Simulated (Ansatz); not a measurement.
Compare A (`C[C@@H]1CCCC[C@@H]1C`) with its isomer B (`CC/C=C\C(C)(C)C`).

Computed with Ansatz on PBE0-D4/def2-TZVP structures; ΔE is electronic, products minus reactants. CBS: MP2 limit from def2 TZ/QZ plus the TZ coupled-cluster correction, frozen cores. Functionals use def2-TZVPP. B3LYP here is the variant with VWN-RPA as its local correlation; programs differ in this. One conformer a species, not always the lowest.

(1) Which is lower in electronic energy at CCSD(T)/CBS, and by how much? (Best estimate.)

(2) Give E(B) − E(A) in kcal/mol with ωB97M-V, B3LYP, CCSD(T)/def2-TZVPP, BLYP-D4, B2PLYP, PBE-D4, HF/def2-TZVPP. (An estimate is asked.)

Largest T1 diagnostic: 0.009.

## Answers

(1) Ansatz gave: A, by 21.2 kcal/mol.

(2) The calculation gave: ωB97M-V 22.3, B3LYP 16.8, CCSD(T)/def2-TZVPP 21.2, BLYP-D4 15.4, B2PLYP 18.9, PBE-D4 21.1, HF/def2-TZVPP 18.6. None reverses the order clearly.

From BLYP to BHLYP (50 % exact exchange), in def2-TZVPP and without D4, E(B) − E(A) moves by +7.3 kcal/mol. Leaving LDA and LC-ωPBE aside and taking each functional with its dispersion term where it has one, the values, not all of them listed here, spread over 10.4 kcal/mol, from BLYP-D4 to PBE-QIDH. LDA lies +7.7 kcal/mol from PBE without D4.
